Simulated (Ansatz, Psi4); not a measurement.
Molecule: CH7NSi, charge 0, multiplicity 1. SMILES: CN[SiH3]
Geometry from a B3LYP-D3(BJ)/def2-TZVP (Ansatz, a quantum-chemistry and plane-wave program) optimisation:
```xyz
10

C     -1.6126     0.4066    -0.4022
N     -0.4868     0.2290     0.5037
Si     1.0678    -0.2976    -0.0086
H     -2.1571    -0.5221    -0.6138
H     -1.2533     0.8015    -1.3549
H     -2.3225     1.1326     0.0005
H     -0.7619     0.0269     1.4522
H      1.1173    -1.6794    -0.5665
H      1.5478     0.6091    -1.0798
H      1.9631    -0.2452     1.1702
```
Charge 0, spin multiplicity 1.

Quantity: vertical triplet-singlet gap, E(triplet) - E(singlet), in eV. Conventions: non-relativistic; each state is the SCF solution reached for its charge and spin; spin-orbit terms left out; 6-311+G** with 5d, 6d on Na to Ar in Ansatz; dispersion terms only where a functional's name holds one; open shells spin-unrestricted; six Cartesian d functions in 6-31G* and its kin unless marked 5d; valence correlation only. Ab initio and DFT rows: single points at B3LYP-D3(BJ) geometries (Ansatz). Levels can end on unlike triplets.

```csv
level,program,"vertical triplet-singlet gap, E(triplet) - E(singlet) (eV)"
HF/6-31G*,Ansatz,5.83
HF/6-311+G**,Ansatz,4.88
PBE/6-31G*,Ansatz,5.37
PBE/6-311+G**,Ansatz,4.91
B3LYP/STO-3G,Ansatz,8.76
B3LYP/3-21G,Ansatz,5.80
B3LYP/6-31G*,Ansatz,5.69
wB97X-D/6-31G*,Psi4,6.06
MP2/6-311+G**,Ansatz,5.73
B3LYP/def2-TZVPD,Ansatz,5.25
PBE0/def2-TZVPD,Ansatz,5.24
```

No value to compare with is used here. The 9 habitual levels span 4.88 (HF/6-311+G**) to 8.76 eV (B3LYP/STO-3G); PBE0/def2-TZVPD gives 5.24.

The levels are drawn from those run, B3LYP/6-31G* more often than the rest, none by its result; left out are runs that failed, that the program found above a lower state of the same kind, or whose <S^2> lies over 0.5 above the pure value.
